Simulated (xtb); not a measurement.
Cl4Ge, charge -1, doublet, at a GFN2-xTB geometry (a state made from the parent by changing its charge; the spin is typed, not shown lowest); GFN0-xTB with ALPB(dmso) run with xtb.

xtb was given this input:
```
$ xtb mol.xyz --gfn 0 --chrg -1 --uhf 1 --alpb dmso --json

# file mol.xyz
5

Cl    -0.73927498    -1.61454827    -1.82718074
Ge    -0.19848263    -0.16397815     0.08629560
Cl     2.05412351    -0.43159502     0.15916763
Cl    -0.31402701     1.86919085    -0.91572080
Cl    -0.62720716     0.48561719     2.42129515
```

Output, abridged:

```
   ID    Z sym.   atoms
    1   17 Cl     1, 3-5
    2   32 Ge     2

           -------------------------------------------------
          |                Calculation Setup                |
           -------------------------------------------------

           -------------------------------------------------
          |                 G F N 0 - x T B                 |
           -------------------------------------------------

      * Solvation model:               ALPB
        Solvent                        dmso
        Parameter file                 internal GFN-FF/ALPB
        Dielectric constant                4.6680E+01
        Reference state                gsolv [1 M gas/solution]
        Free energy shift                  6.8283E-03 Eh       4.2848E+00 kcal/mol
        Temperature                        2.9815E+02 K
        Density                            1.1000E+00 kg/L
        Solvent mass                       7.8130E+01 g/mol
        Interaction kernel             P16
        Born radius scaling (c1)           2.0404E+00
        Born radii integrator          GBOBC
        Born offset                        0.0000E+00 a0       0.0000E+00 AA
        H-bond correction              true
        Ion screening                  false
        Surface tension                    1.0000E-05 Eh       1.5569E+01 dyn/cm
        Grid points                               230 per atom

          ...................................................
          :                      SETUP                      :
          :.................................................:
          :  # basis functions                  50          :
          :  # atomic orbitals                  45          :
          :  # shells                           15          :
          :  # electrons                        33          :
          :  electronic temp.          300.0000000     K    :
          :  accuracy                    1.0000000          :
          :  -> integral cutoff          0.2500000E+02      :
          :  -> integral neglect         0.1000000E-07      :
          ...................................................

         :::::::::::::::::::::::::::::::::::::::::::::::::::::
         ::                     SUMMARY                     ::
         :::::::::::::::::::::::::::::::::::::::::::::::::::::
         :: total energy             -20.758932520026 Eh    ::
         :: total w/o Gsasa/hb       -20.749261582017 Eh    ::
         :: gradient norm              0.026074689983 Eh/a0 ::
         :: HOMO-LUMO gap              4.015660236296 eV    ::
         ::.................................................::
         :: H0 energy                -19.351701502947 Eh    ::
         :: repulsion energy           0.003442412108 Eh    ::
         :: electrostat energy        -1.408323862914 Eh    ::
         :: -> Gsolv                   0.000000000000 Eh    ::
         ::    -> Gsasa               -0.016499203215 Eh    ::
         ::    -> Gshift               0.006828265207 Eh    ::
         :: dispersion energy         -0.002349566273 Eh    ::
         :: short-range corr.          0.000000000000 Eh    ::
         :: add. restraining           0.000000000000 Eh    ::
         :: total charge              -1.000000000000 e     ::
         :::::::::::::::::::::::::::::::::::::::::::::::::::::

           -------------------------------------------------
          |                Property Printout                |
           -------------------------------------------------

    * Orbital Energies and Occupations

         #    Occupation            Energy/Eh            Energy/eV
      -------------------------------------------------------------
         1        2.0000           -0.9698688             -26.3915
       ...           ...                  ...                  ...
         5        2.0000           -0.6061527             -16.4943
         6        2.0000           -0.4808727             -13.0852
         7        2.0000           -0.4771060             -12.9827
         8        2.0000           -0.4723558             -12.8535
         9        2.0000           -0.4587944             -12.4844
        10        2.0000           -0.4547248             -12.3737
        11        2.0000           -0.4546092             -12.3705
        12        2.0000           -0.4462427             -12.1429
        13        2.0000           -0.4448581             -12.1052
        14        2.0000           -0.4432514             -12.0615
        15        2.0000           -0.4429671             -12.0537
        16        2.0000           -0.4427195             -12.0470
        17        1.0000           -0.3459688              -9.4143 (HOMO)
        18                         -0.1983960              -5.3986 (LUMO)
        19                         -0.1775329              -4.8309
        20                         -0.1705824              -4.6418
        21                         -0.0655031              -1.7824
        22                         -0.0648280              -1.7641
        23                         -0.0639911              -1.7413
        24                         -0.0623131              -1.6956
        25                         -0.0622122              -1.6929
        26                         -0.0620047              -1.6872
        27                         -0.0616274              -1.6770
        28                         -0.0614065              -1.6710
       ...                                ...                  ...
        45                          1.0057731              27.3685
      -------------------------------------------------------------
                  HL-Gap            0.1475728 Eh            4.0157 eV
             Fermi-level            0.0000000 Eh            0.0000 eV

     #   Z          covCN         q      C6AA      α(0)
     1  17 Cl       0.726    -0.417   110.421    16.060
     2  32 Ge       3.049     0.630   213.037    28.064
     3  17 Cl       0.799    -0.397   109.858    16.021
     4  17 Cl       0.799    -0.397   109.858    16.021
     5  17 Cl       0.726    -0.417   110.421    16.060

 Mol. C6AA /au·bohr⁶  :       3174.257759
 Mol. C8AA /au·bohr⁸  :     167474.131147
 Mol. α(0) /au        :         92.227301

Wiberg/Mayer (AO) data.
largest (>0.10) Wiberg bond orders for each atom

 ---------------------------------------------------------------------------
     #   Z sym  total        # sym  WBO       # sym  WBO       # sym  WBO
 ---------------------------------------------------------------------------
     1  17 Cl   0.919 --     2 Ge   0.723
     2  32 Ge   3.405 --     3 Cl   0.980     4 Cl   0.980     5 Cl   0.723
                             1 Cl   0.723
     3  17 Cl   1.165 --     2 Ge   0.980
     4  17 Cl   1.165 --     2 Ge   0.980
     5  17 Cl   0.919 --     2 Ge   0.723
 ---------------------------------------------------------------------------

Topologies differ in total number of bonds
Writing topology from bond orders to xtbtopo.mol

 dipole moment from electron density (au)
     X       Y       Z
   0.3167   0.2616  -0.1377  total (Debye):    1.101

           -------------------------------------------------
          | TOTAL ENERGY              -20.758932520026 Eh   |
          | GRADIENT NORM               0.026074689983 Eh/α |
          | HOMO-LUMO GAP               4.015660236296 eV   |
           -------------------------------------------------

normal termination of xtb
```
